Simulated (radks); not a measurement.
All-electron atom: the neodymium ion Nd55+ in [He] 2s2 2p1. All-electron calculation, scalar-relativistic Kohn-Sham, PBE, spin-unpolarised, spherical densities, point nucleus. Program: a radial shooting solver on a logarithmic mesh with Libxc functionals.

Radial electron density D(r) = 4 pi r^2 rho(r):

r (bohr),D(r) (e/bohr)
0.001967,9.419
0.002442,13.11
0.00303,18.00
0.003761,24.29
0.00463,31.76
0.005747,40.88
0.007132,50.90
0.008852,60.83
0.01099,69.07
0.01353,73.52
0.01679,72.68
0.02083,65.50
0.02586,53.30
0.03184,40.42
0.03951,30.82
0.04904,28.38
0.06086,31.64
0.07554,34.52
0.093,31.35
0.1154,21.57
0.1433,10.54
0.1778,3.409
0.2207,0.6677
0.2717,0.07781
0.3372,0.003993

D(r) has 2 maxima, at r = 0.0147, 0.0761 bohr, and minima at 0.0471 bohr, inside which lie 2.17 electrons.
